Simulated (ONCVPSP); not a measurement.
## Sc, ONCV: configuration errors across variants

* Element: Sc
* Generator: ONCVPSP 4.0.1
* Type: optimised norm-conserving Vanderbilt (ONCV)
* Functional: Wu-Cohen
* Relativity: scalar-relativistic
* Frozen core: [Ne]
* Valence charge: 11
* Reference configuration: 3s2 3p6 3d1 4s1.75 (charge +0.25)
* Partial waves: 3s+4s: rc 1.60 bohr, ncon 5, nbas 10, qcut 7.5 1/bohr, 2 projectors; 3p: rc 1.85 bohr, ncon 5, nbas 10, qcut 8.4 1/bohr, 2 projectors, debl 1.3 Ha; 3d: rc 2.10 bohr, ncon 4, nbas 8, qcut 9 1/bohr, 2 projectors, debl 1 Ha
* Local potential: polynomial inside 1.05 bohr (lpopt 5, dvloc0 0 Ha)
* Core correction: Teter function fitted to the true core (icmod 2), fcfact 0.55

All-electron excitation energies from the reference (eV): (1) 3s2 3p6 3d1 4s2 -1.213; (2) 3s2 3p6 3d1 4s1 5.692; (3) 3s2 3p6 3d1 4s0 18.278; (4) 3s2 3p6 3d1 4s1 4p1 1.590.

Errors AE − PS in meV (a dash: test not solved or not reliable):

```tsv
change	(1)	(2)	(3)	(4)	bound ghosts	GHOST(+) flags above zero
base	+0.1	-0.3	-1.2	0.0	none	none
s: qcut 4.5	+0.1	-0.4	-2.8	-0.2	none	none
s: qcut 5.5	+0.1	-0.4	-2.3	-0.1	none	none
s: qcut 6.5	+0.1	-0.3	-1.7	-0.1	none	s
s: qcut 8.6	+0.1	-0.2	-0.8	0.0	none	none
s: qcut 9.2	+0.1	-0.2	-0.6	0.0	none	s
s: qcut 10.2	+0.1	-0.2	-0.4	0.0	none	none
s: qcut 11.1	+0.1	-0.2	-0.3	0.0	none	none
```

(1) Give the same row for: s: qcut 7.7.

Results:

(1) +0.1, -0.3, -1.1, 0.0; bound ghosts: none; GHOST(+) flags above zero: none.
